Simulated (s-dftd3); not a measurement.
C8H9 (SMILES [CH2]c1ccc(C)cc1), doublet, at a GFN2-xTB geometry; D3(bjm) for pbe (s-dftd3).

s-dftd3 was given this input:
```
$ s-dftd3 mol.xyz --bjm pbe --json dftd3.json --noedisp --grad

# file mol.xyz
17

C     -2.86940762     0.04230958     0.04061680
C     -1.49251200     0.02059238     0.02077269
C     -0.76964542    -1.10670664    -0.46122192
C      0.60065833    -1.11868845    -0.47556411
C      1.34045314    -0.02581735    -0.01768787
C      2.83523812    -0.03240613    -0.04110719
C      0.64717806     1.09259535     0.45923992
C     -0.72087053     1.12517956     0.48211883
H     -3.44548796    -0.79521068    -0.30925238
H     -3.40864576     0.89741059     0.40629066
H     -1.32637261    -1.96090267    -0.81821381
H      1.12443398    -1.98904985    -0.84687777
H      3.21858061    -1.01579588    -0.30197407
H      3.23522463     0.25477780     0.93086154
H      3.20460889     0.68682114    -0.77355242
H      1.21174650     1.94351087     0.81542914
H     -1.24064055     1.99608895     0.85428617
```

It wrote (shortened):

```
-----------------------------------
 s i m p l e   D F T - D 3  v1.4.0
-----------------------------------

Rational (Becke-Johnson) damping: pbe-D3(BJ)
---------------------
  s6         1.0000
  s8         0.3589
  s9         0.0000
  a1         0.0121
  a2         5.9390
 alp        14.0000
--------------------

Dispersion energy:      -2.2222594864253E-02 Eh

Gradient norm:           1.1985788730734E-03 Eh/a0
--------------------------------------------------
     #    Z           dE/dx      dE/dy      dE/dz
--------------------------------------------------
     1    6 C    -4.919E-04  7.404E-06  6.770E-06
     2    6 C    -3.069E-04  5.570E-06  4.645E-06
     3    6 C    -1.283E-04 -2.795E-04 -1.170E-04
     4    6 C     6.863E-05 -3.354E-04 -1.400E-04
     5    6 C     2.573E-04 -5.184E-06 -3.613E-06
     6    6 C     4.502E-04 -1.939E-06 -5.822E-06
     7    6 C     8.236E-05  3.227E-04  1.382E-04
     8    6 C    -1.196E-04  2.842E-04  1.213E-04
     9    1 H    -1.801E-04 -3.197E-05 -1.217E-05
    10    1 H    -1.787E-04  3.760E-05  1.725E-05
    11    1 H    -4.826E-05 -1.771E-04 -7.461E-05
    12    1 H     3.383E-05 -1.856E-04 -7.759E-05
    13    1 H     1.795E-04 -5.143E-05 -1.334E-05
    14    1 H     1.903E-04  6.638E-06  5.993E-05
    15    1 H     1.941E-04  4.204E-05 -5.832E-05
    16    1 H     3.804E-05  1.833E-04  7.855E-05
    17    1 H    -4.058E-05  1.787E-04  7.580E-05
--------------------------------------------------

Virial:
--------------------------------------------------
      component           x          y          z
--------------------------------------------------
          x       1.325E-02 -4.755E-05 -1.506E-04
          y      -4.755E-05  5.535E-03  2.254E-03
          z      -1.506E-04  2.254E-03  1.161E-03
--------------------------------------------------

[Info] JSON dump of results written to 'dftd3.json'
```
